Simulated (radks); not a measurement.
Values are calculated unless marked as measured or tabulated.
Q: Coherent X-ray form factor from a spherical all-electron density. Code: a radial shooting solver on a logarithmic mesh with Libxc functionals. Model: non-relativistic Kohn-Sham, LDA (Slater exchange, Perdew-Wang correlation), spin-polarised, spherical densities, point nucleus.

sin(theta)/lambda (1/angstrom)  f0 (electrons)
0.05                                    40.439
0.1                                     38.882
0.15                                    36.644
0.2                                     34.089
0.25                                    31.515
0.3                                     29.112
0.4                                     25.109
0.5                                     22.138
0.6                                     19.881
0.8                                     16.351
1                                       13.325
1.25                                    10.205
1.5                                      8.028
2                                        5.836

The species is in the configuration that NIST lists as its ground one. Which atom or ion scatters so?

A: The technetium ion Tc2+, [Kr] 4d5. Extrapolating in s^2 from the first two rows gives f0(0) = 41.0, near the electron count 41; among species with that count, the fall with angle is slower the higher Z, and the table is that of Z = 43; from so few rows the species is fixed only to a neighbour or two.
